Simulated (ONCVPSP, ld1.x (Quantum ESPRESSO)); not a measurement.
# Potentials for K compared

Generated with ld1.x 7.5 (TM, RRKJ, ultrasoft, PAW), atompaw 4.2 or ONCVPSP 4.0.1. The cutoff is in Ry: for ld1.x and atompaw files where the sum of valence levels is converged to 10 mRy in a Bessel basis, for ONCV files where the hardest occupied wave has 1 mHa per electron of residual kinetic energy. The error is the largest all-electron minus pseudo excitation energy over each file’s own four to seven test configurations (ionisations up to +4, promotions, holes and added fractions of an electron), all of which were solved. The labels leave out finer settings (local radius, basis sizes, second energies), which also bear on the numbers. Spin-polarised tests are not counted. The rows are a selection from randomly drawn settings: files with unsolved tests, undetermined cutoffs or missed reference levels are left out.

| potential | cutoff (Ry) | largest error (meV) | bound ghosts |
| --- | --- | --- | --- |
| TM, BP86, scalar-relativistic, rc 1.90/2.00/2.35 (spd), local smoothed, core correction yes, reference 3s2 3p6 3d0 4s0 4p0 | 25 | +99 | none |
| ultrasoft, PBE, fully relativistic, rc 2.15/2.20/2.35 (spd), local smoothed, core correction yes, reference 3s2 3p6 4s1 4p0 | 15 | -104 | none |
| RRKJ, PBE, scalar-relativistic, rc 2.00/2.30/2.92 (spd), local p, core correction yes, reference 3s2 3p6 3d0 4s0 4p0 | 40 | -81 | none |
| ONCV, PBE, scalar-relativistic, rc 2.25/1.50/2.30/2.40 (spdf), local smoothed, core correction no, reference 3s2 3p6 4s1, qcut 7/5.1/4.1/4.3, projectors 2/3/1/1 | 28 | -60 | none |

Question: Fill in the row for K: ONCV, PBEsol, scalar-relativistic, rc 1.30/1.80/4.00 (spd), local smoothed, core correction no, reference 3s2 3p6 3d1, qcut 5/7/2.6, projectors 1/2/3.

Answer: cutoff 128 Ry, largest error +14 meV, bound ghosts: none.
